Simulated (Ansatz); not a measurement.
Reaction (ligand exchange at a B–S bond): `NB(F)S` + H–F → `NB(F)F` + H₂S

Program: Ansatz. Geometries: PBE0-D4/def2-TZVP. ΔE: electronic, gas phase. CCSD(T)/CBS is the MP2 limit (def2-TZVPP, def2-QZVPP) plus CCSD(T) − MP2 in def2-TZVPP, frozen cores. This one scheme is used for every species. DFT in def2-TZVPP. One conformer a species, not always the lowest.

`NB(F)S`:

Cartesian coordinates in Å:
```
N 0.306 -0.214 -1.132
B -0.122 0.234 0.117
F -0.661 1.454 0.222
S 0.040 -0.811 1.605
H 0.719 -1.115 -1.290
H 0.219 0.358 -1.954
H -0.502 0.094 2.433
```

H–F:

Cartesian coordinates in Å:
```
F 0.195 -0.006 -0.416
H -0.195 0.006 0.416
```

`NB(F)F`:

Z-matrix (Å, degrees):
```
N
B 1 1.392
H 1 1.003 2 122.4
H 1 1.003 2 122.4 3 -180.0
F 2 1.330 1 121.2 3 180.0
F 2 1.330 1 121.2 3 -0.0
```

H₂S:

```xyz
3

S    -0.130    0.148   -0.587
H     0.858    0.478    0.258
H    -0.729   -0.626    0.330
```

Q: Is it downhill or uphill in electronic energy at CCSD(T)/CBS, and by how much? (Best estimate.)

A: Ansatz gave: Downhill: ΔE = -19.4 kcal/mol.

Q: What do these levels give: PBE0-D4, r2SCAN, PBE0, MP2/def2-TZVPP, HF/def2-QZVPP, HF/CBS(def2)? (Estimate.)

A: The calculation gave: PBE0-D4 -18.9, r2SCAN -20.7, PBE0 -19.6, MP2/def2-TZVPP -19.2, HF/def2-QZVPP -26.7, HF/CBS(def2) -26.7 kcal/mol.

Largest T1 diagnostic among the species: 0.012.

The D4 term adds +1.4 kcal/mol with B3LYP and +0.8 kcal/mol with PBE0; it sums over pairs of atoms, weighted by their polarisabilities, and B3LYP, whose exchange is more repulsive, gets the larger term. From PBE to PBE0 (25 % exact exchange), in def2-TZVPP and without D4, ΔE moves by −0.7 kcal/mol.

B3LYP here is the variant with VWN-RPA as its local correlation; programs differ in this.
